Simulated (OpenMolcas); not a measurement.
Rh2+: moving or changing the point charges

Rh2+ among 5 point charges of -2 e arranged as a square pyramid (C4v), 1.78 Å from the ion, with the axial distance 1.727 Å. The active orbitals were held to one l.
```
   1.7800    0.0000    0.0000  -2.00
   0.0000    1.7800    0.0000  -2.00
  -1.7800    0.0000    0.0000  -2.00
   0.0000   -1.7800    0.0000  -2.00
   0.0000    0.0000    1.7266  -2.00
```

| Item | Value |
| --- | --- |
| Program | OpenMolcas 26.06 |
| Method | CASSCF |
| Basis | ANO-RCC-VDZP [6s5p3d1f] |
| Scalar Hamiltonian | DKH2, point nucleus |
| Active space | 7 electrons in 5 orbitals (4d) |
| State averaging | 2S+1 = 4 even, 10 roots; 2S+1 = 2 even, 40 roots |
| Spin-orbit coupling | state interaction with AMFI integrals over the reference wave functions |

Runs around this geometry, states. Energies in cm-1 above the lowest state or level, χT in cm3 K/mol.

```
R (Å)  q (e)  Axial / equatorial distance  Ground state  First state of that spin  First gap with spin-orbit (degeneracies)  χT at 300 K  First state of another spin
 1.78   -1.6                         0.97      2S+1 = 4                      6017                              537.6 (2, 2)        2.296               2S+1 = 2: 4310
  1.7     -2                         0.97      2S+1 = 2                     14888                               2191 (2, 2)        0.807               2S+1 = 4: 1210
 1.78     -2                         0.97      2S+1 = 4                      8041                              848.3 (2, 2)        1.662               2S+1 = 2: 1761
 1.85     -2                         0.97      2S+1 = 4                      6988                              568.1 (2, 2)        2.161               2S+1 = 2: 3887
 1.78     -2                         1.05      2S+1 = 4                      8665                              826.4 (2, 2)        1.739               2S+1 = 2: 1972
```

The ground state changes within this set.

Without dynamic correlation the repulsion within the d shell is too large (B by tens of per cent), so at a given field states of lower spin stand too high. This shell can be high or low spin here, a state of another spin lies low, and with metal d orbitals alone active their balance is uncertain, so the ground spin may be wrong (holds for R = 1.78, q = -1.6, ratio = 0.97; R = 1.78, q = -2, ratio = 0.97; R = 1.85, q = -2, ratio = 0.97; R = 1.78, q = -2, ratio = 1.05). Point charges give a weaker field than real ligands, and real ions of this kind are as a rule low spin; the high spin found here belongs to the model (holds for R = 1.78, q = -1.6, ratio = 0.97; R = 1.78, q = -2, ratio = 0.97; R = 1.85, q = -2, ratio = 0.97; R = 1.78, q = -2, ratio = 1.05). Spin-orbit coupling mixes the spin-free states strongly: the lowest level takes only 70 % from its leading state, 2S+1 = 2 (holds for R = 1.7, q = -2, ratio = 0.97). This shell can be high or low spin here, a state of another spin lies low, and with metal d orbitals alone active their balance is uncertain, so the ground spin may be wrong, although the usual error favours high spin (holds for R = 1.7, q = -2, ratio = 0.97). This is an electrostatic model: the charges have no orbitals. An unlabelled pair can be two single states that coincide in this model. No measured value stands beside these numbers.

A state without a sure symmetry label is named by its multiplicity alone.
